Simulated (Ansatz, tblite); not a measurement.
Species of one formula, Li4F4 (singlet), each relaxed with PBE-D4/def2-SVP in Ansatz.

The xTB rows come from tblite. B3LYP takes the VWN-RPA correlation. HSE06 is defined as in plane-wave codes, on full-range PBE exchange. Correlated methods freeze 4 core orbitals; core or outer-core shells of Li are correlated, in sets that lack core-valence functions.

Other spin states weren't relaxed.

A:

```csv
atom,x (Å),y (Å),z (Å)
F1,-1.543,0.556,0.267
F2,-0.039,-1.222,-1.125
F3,0.635,-0.577,1.423
F4,0.947,1.243,-0.565
Li5,-0.850,-1.117,0.507
Li6,-0.570,0.519,-1.278
Li7,1.386,-0.499,-0.240
Li8,0.034,1.098,1.011
```

B:

```xyz
8

F     0.6539   -2.1158    0.4044
F     0.8066    0.6348    2.0058
F    -0.6539    2.1158   -0.4045
F    -0.8066   -0.6348   -2.0057
Li   -0.1036   -1.8566   -1.0799
Li    0.9848   -0.9982    1.6235
Li    0.1022    1.8563    1.0806
Li   -0.9834    0.9985   -1.6242
```

Estimate their order by electronic energy at B2PLYP/def2-TZVP, counted from the lowest.

A (0.0) < B (31.9), in kJ/mol.

Do the other levels pick the same lowest one?

Not GFN2-xTB. Energies above each level's lowest (kJ/mol):

```csv
level,A,B
GFN1-xTB,0.0,30.6
GFN2-xTB,31.5,0.0
HF/def2-SVP,0.0,54.3
HF/def2-TZVP,0.0,26.5
PBE-D4/def2-SVP,0.0,57.4
PBE-D4/def2-TZVP,0.0,30.1
r2SCAN-D4/def2-TZVP,0.0,57.6
B3LYP-D4/def2-TZVP,0.0,27.3
PBE0-D4/def2-SVP,0.0,63.6
PBE0-D4/def2-TZVP,0.0,36.4
HSE06-D4/def2-TZVP,0.0,35.7
B2PLYP/def2-TZVP,0.0,31.9
MP2/def2-SVP,0.0,62.4
MP2/def2-TZVP,0.0,32.7
CCSD/def2-SVP,0.0,62.6
CCSD(T)/def2-SVP,0.0,63.9
```
Point groups (tolerance 0.1 Å): A Td, B D4h. From def2-SVP to def2-TZVP the PBE0 values move by up to 27.2 kJ/mol, so results in the small set are rough.
